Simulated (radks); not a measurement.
Values are calculated unless marked as measured or tabulated.
The nuclear charge of the gadolinium ion Gd2+ is varied continuously with 62 electrons held in [Xe] 4f7 5d1. Level of theory: scalar-relativistic Kohn-Sham, r2SCAN, spin-unpolarised, spherical densities, finite nucleus; meta-GGA in the generalised Kohn-Sham scheme; Fermi nuclear charge, rms radius 5.1569 fm (a radial shooting solver on a logarithmic mesh with Libxc functionals). By the Hellmann-Feynman theorem dE/dZ = E(electron-nucleus)/Z, the electronic potential at the nucleus (averaged over a nucleus of fixed radius). The scalar-relativistic energy here is not variational (the density holds large components alone), so the two differ by a part that grows with Z.

| Z | E (hartree) | E(electron-nucleus)/Z (hartree) | HOMO | e(HOMO) (eV) | <r> HOMO (bohr) |
|---|---|---|---|---|---|
| 63.5 | -11056.2034 | -424.222 | 5d | -9.875 | 2.589 |
| 64 | -11270.7354 | -429.066 | 5d | -14.787 | 2.340 |
| 64.5 | -11487.7244 | -433.910 | 5d | -20.271 | 2.164 |
| 65 | -11707.1726 | -438.759 | 5d | -26.248 | 2.028 |

The central difference of E at Z = 64 is -431.521 hartree, to compare with the third column; the second derivative is -9.83 hartree.
